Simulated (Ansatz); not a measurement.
`NC(=O)[O][GeH3]`. Total charge 0; spin multiplicity 1. The geometry is a stationary point of PBE0-D4/def2-TZVP. It is one conformer, not always the lowest.

```xyz
10

N    -1.799    0.734   -0.784
C    -0.778   -0.037   -0.355
O    -0.764   -1.251   -0.403
O     0.235    0.679    0.135
Ge    1.606   -0.388    0.703
H    -2.616    0.287   -1.154
H    -1.759    1.732   -0.700
H     2.169   -1.167   -0.486
H     1.118   -1.274    1.849
H     2.588    0.685    1.194
```

Question: What is the dipole moment at ωB97M-V/def2-TZVPP? (Best estimate.)

Answer: Ansatz gave: 2.11 D, with components (-0.38, 2.08, -0.02) D in this frame, pointing from negative to positive charge.

Question: And with PBE, r2SCAN, B3LYP? (An estimate is asked.)

Answer: The calculation gave: PBE 2.13 D, r2SCAN 2.16 D, B3LYP 2.13 D.

Question: Give the Mulliken charges with ωB97M-V, r2SCAN, PBE in def2-TZVPP. (Estimate.)

Answer: Ansatz gave: 
| atom | ωB97M-V | r2SCAN | PBE |
| --- | --- | --- | --- |
| N1 | -0.26 | -0.35 | -0.29 |
| C2 | 0.46 | 0.49 | 0.33 |
| O3 | -0.42 | -0.43 | -0.36 |
| O4 | -0.43 | -0.42 | -0.35 |
| Ge5 | 0.25 | 0.33 | 0.28 |
| H6 | 0.16 | 0.20 | 0.20 |
| H7 | 0.15 | 0.19 | 0.19 |
| H8 | 0.04 | 0.01 | 0.01 |
| H9 | 0.04 | 0.01 | 0.01 |
| H10 | 0.01 | -0.02 | -0.01 |

B3LYP here is the variant with VWN-RPA as its local correlation; programs differ in this.
